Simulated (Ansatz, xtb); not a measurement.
# Two isomers of C4H8Se

We compare X, `CCCC=[Se]`, a singlet, with Y, `C[C@@H]1CC[Se]1`, a singlet. Both are isolated molecules in the gas phase, relaxed with B3LYP/def2-SVP; each stands in its lowest conformer found.

Energies in hartree; the thermal terms are from GFN2-xTB frequencies at re-optimised GFN2-xTB minima (ideal gas, soft modes damped towards free rotors, one conformer each, 298.15 K, 1 atm) and include the zero-point energy:

```
                               X            Y
E, CCSD(T)/def2-SVP  −2556.414477  −2556.416104
    E, MP2/def2-SVP  −2556.334837  −2556.338980
  E, MP2/def2-TZVPP  −2556.958273  −2556.970022
  zero-point energy      0.107955      0.108731
       H(298 K) − E      0.115570      0.115707
       G(298 K) − E      0.076171      0.078293
```

Problem. Correct the CCSD(T) difference for the basis set by the MP2 change, then work out ΔE, ΔE₀, ΔH and ΔG for X → Y in kJ/mol (1 Eh = 2625.50 kJ/mol) and the equilibrium ratio [Y]/[X].

Solution. 1. Differences Y − X: CCSD(T) −0.001627, MP2 in the small set −0.004143, MP2 in the large set −0.011749 Eh.
2. ΔE = −0.001627 + (−0.011749 − (−0.004143)) = −0.009233 Eh = −24.24 kJ/mol.
3. ΔE₀ = ΔE + ΔZPE = −0.009233 + (+0.000776) Eh = −22.20 kJ/mol.
4. ΔH = ΔE + (+0.000137) Eh = −23.88 kJ/mol.
5. ΔG = ΔE + (+0.002122) Eh = −18.67 kJ/mol, so ΔS = (ΔH − ΔG)/T = −17.5 J/(mol K).
6. kT = 0.9442 mEh, so K = [Y]/[X] = exp(−ΔG/kT) = exp(+7.53) ≈ 1.9 × 10^3.

Structure Y is favoured at this temperature. An error of 4 kJ/mol in ΔG would change K by a factor of 5. The basis-set step is large, which makes the value less sure. Mirror images and further conformers aren't counted.

As drawn, Y has 2 C–Se in place of 1 C=Se. Structure X has no ring, Y a 4-membered ring.

Other levels gave ΔE = −20.6 (GFN2-xTB); −114.8 (HF/STO-3G, GFN2-xTB geometries); −14.3 (r2SCAN-D4/def2-SVP, GFN2-xTB geometries); −8.6 (B3LYP/def2-SVP); −7.3 (HF/def2-SVP); −10.9 (MP2/def2-SVP); −4.3 (CCSD(T)/def2-SVP) kJ/mol. The correlated steps freeze 13 core orbitals; the filled d shell of Se is correlated, in a basis made for valence electrons. Programs: Ansatz 0.2.0, xtb 6.7.1.
